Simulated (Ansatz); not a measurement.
## Abstraction of Cl: SbCl3 + GeH3 → SbCl2 + GeH3Cl

Species: SbCl3 (antimony trichloride) `[Cl][Sb]([Cl])[Cl]`, singlet; GeH3 `[GeH3]`, doublet; SbCl2 `[Cl][Sb][Cl]`, doublet; GeH3Cl (chlorogermane) `[Cl][GeH3]`, singlet. A radical takes Cl: the energy is the difference in strength between the Sb–Cl bond broken and the Ge–Cl bond made.

Shapes, held fixed at every level: PBE0-D4/def2-TZVP. Programs: Ansatz 0.2.0. The zero-point and thermal change to 298 K, harmonic and unscaled (PBE0-D4/def2-TZVP), is +4.9 kJ/mol.

(1) Estimate ΔH(298 K) of this reaction.

Answers

(1) The highest level, CCSD(T)/def2-TZVPP, gives ΔH(298 K) = -83.8 kJ/mol; the levels span -83.8 to -68.9. The column of differences is taken from that level and isn't an error. No measured value is set beside it here. Open shells run unrestricted. For atoms past krypton def2 sets carry core potentials with scalar relativity. Relativity is left out for Ge. Outer-core shells of Ge, Sb are correlated in most correlated rows, in sets that cover them unevenly.

```
               level                    kind  ΔH(298 K) (kJ/mol)  less CCSD(T)/def2-TZVPP
      MP2/def2-TZVPP     perturbation theory               -79.8                     +4.0
r2SCAN-D4/def2-TZVPP                meta-GGA               -68.9                    +14.9
 B3LYP-D4/def2-TZVPP           global hybrid               -70.8                    +13.0
 BHLYP-D4/def2-TZVPP           global hybrid               -81.0                     +2.8
  PBE0-D4/def2-TZVPP           global hybrid               -73.7                    +10.1
  wB97X-V/def2-TZVPP  range-separated hybrid               -83.2                     +0.6
   B2PLYP/def2-TZVPP           double hybrid               -79.8                     +4.0
  CCSD(T)/def2-TZVPP   coupled cluster or CI               -83.8                      0.0
```
